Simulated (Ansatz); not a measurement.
Species: SeCl, net charge 0, doublet state. 
Coordinates optimised at B3LYP-D3(BJ)/def2-TZVP (Ansatz, a quantum-chemistry and plane-wave program):
```
Se
Cl 1 2.1470
```
Charge 0, spin multiplicity 2.

Quantity: vertical electron affinity (to the singlet state of charge -1; a negative value means that the extra electron is unbound and the number depends on the basis; each state is the SCF solution reached for its spin), in eV. Correlated levels leave the core frozen unless marked. UHF or UKS for open shells. Spin-orbit coupling is left out. The frozen core is the preceding noble-gas configuration, with the filled d and f shells of earlier blocks. No relativistic terms. Anions need diffuse functions: def2-D sets add few. Basis-set limits of correlation are two-point, X^-3; Hartree-Fock from the larger set.

| level | program | vertical electron affinity (eV) |
|---|---|---|
| SVWN5/def2-TZVPD | Ansatz | 2.60 |
| PBE0/def2-TZVPD | Ansatz | 2.42 |

Q: What does CCSD(T)/CBS(def2-TZVPPD,def2-QZVPPD) (Ansatz) give?

A: 2.57 eV
